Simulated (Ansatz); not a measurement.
Cost and result for the atomization energy of C₂H₈O₂Si₂ (`C=C[SiH2][SiH](O)O`) (14 atoms, 13 bonds).

Cartesian coordinates in Å:
```
C -2.1332 0.2317 -0.9695
C -1.8488 0.8770 0.1589
Si -0.1517 0.9486 0.9308
Si 1.2670 -0.7359 0.1381
O 1.1638 -0.6940 -1.5053
O 2.8102 -0.4465 0.6475
H -3.1364 0.2266 -1.3873
H -1.3753 -0.3089 -1.5291
H -2.6573 1.4058 0.6629
H 0.4717 2.2852 0.7117
H -0.2742 0.7721 2.4077
H 0.8974 -2.0990 0.6329
H 1.7071 -1.3060 -2.0056
H 3.2597 -1.1566 1.1063
```

Charge 0, multiplicity 1. The geometry is a stationary point of PBE0-D4/def2-TZVP. It is one conformer, not always the lowest. Program: Ansatz. All runs use 2 threads of an AMD EPYC 7R13 on a shared host and a share of an NVIDIA H100 80 GB. Times are those of one run each, without the atoms' runs, and a repeat can differ threefold. Electronic energies, without spin–orbit coupling; frozen cores. CCSD(T)/CBS adds CCSD(T) − MP2 in def2-TZVPP to the MP2 limit, and its time is that of the two runs behind it. T1 = 0.013. B3LYP takes the VWN-RPA correlation (the form of Gaussian; ORCA's B3LYP/G).

CCSD(T)/CBS is a level of theory with its own doubt, some kJ/mol a heavy atom from the limit and from the frozen cores, so smaller differences don't rank the functionals.

```csv
level,functions,wall time,atomization (kcal/mol),difference from CCSD(T)/CBS,per bond
PBE-D4/def2-TZVPP (with forces),320,3.2 s,1275.9,10.1,0.8
PBE0-D4/def2-TZVPP,320,3.4 s,1255.1,-10.7,-0.8
r2SCAN-D4/def2-TZVPP (with forces),320,3.8 s,1263.1,-2.7,-0.2
B3LYP-D4/def2-TZVPP (with forces),320,3.8 s,1259.6,-6.2,-0.5
B2PLYP/def2-TZVPP,320,3.9 s,1246.8,-19.0,-1.5
ωB97X-V/def2-TZVPP,320,4.5 s,1265.3,-0.5,0.0
MP2/def2-QZVPP,608,4.9 s,1270.4,4.6,0.4
ωB97M-V/def2-TZVPP (with forces),320,6.5 s,1264.0,-1.8,-0.1
CCSD(T)/def2-TZVPP,320,7.5 s,1230.5,-35.3,-2.7
CCSD(T)/CBS(def2),–,12 s,1265.8,0.0,0.0
```

In def2-TZVPP, CCSD(T) changes the Hartree–Fock value by +306.9 kcal/mol (the triples alone add +17.9 kcal/mol) and MP2 by +325.7 kcal/mol; breaking electron pairs costs correlation energy, which Hartree–Fock lacks. The D4 term adds +12.6 kcal/mol with B3LYP and +6.7 kcal/mol with PBE0; it sums over pairs of atoms, weighted by their polarisabilities, and B3LYP, whose exchange is more repulsive, gets the larger term. From PBE to PBE0 (25 % exact exchange), in def2-TZVPP and without D4, the atomization energy moves by −19.7 kcal/mol: exact exchange takes away binding that semilocal exchange gives to molecules.
